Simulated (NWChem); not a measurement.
System: C$_{2}$Cl$_{3}$ cation

```xyz
5

Cl     0.0000     0.0000    -2.4076
C      0.0000     0.0000    -0.8451
C      0.0000     0.0000     0.4670
Cl     0.0000     1.4868     1.2705
Cl     0.0000    -1.4868     1.2705
```
Atoms are numbered in this order, from 1.

Results from NWChem. Pople sets run with spherical d functions. Geometry: optimised at PBE0/def2-SVP. Total energies compare along this basis series because the functional is fixed.

```csv
level,basis functions,energy (Ha),highest occupied level (eV),orbital gap (eV)
PBE/STO-3G,37,-1439.6941,-11.85,0.96
PBE/3-21G,57,-1448.5883,-12.38,0.99
PBE/6-31G*,82,-1455.6665,-12.13,1.06
PBE/6-31+G*,102,-1455.6707,-12.17,1.06
PBE/6-311G**,114,-1455.7758,-12.21,1.06
PBE/6-311++G**,134,-1455.7825,-12.17,1.07
```
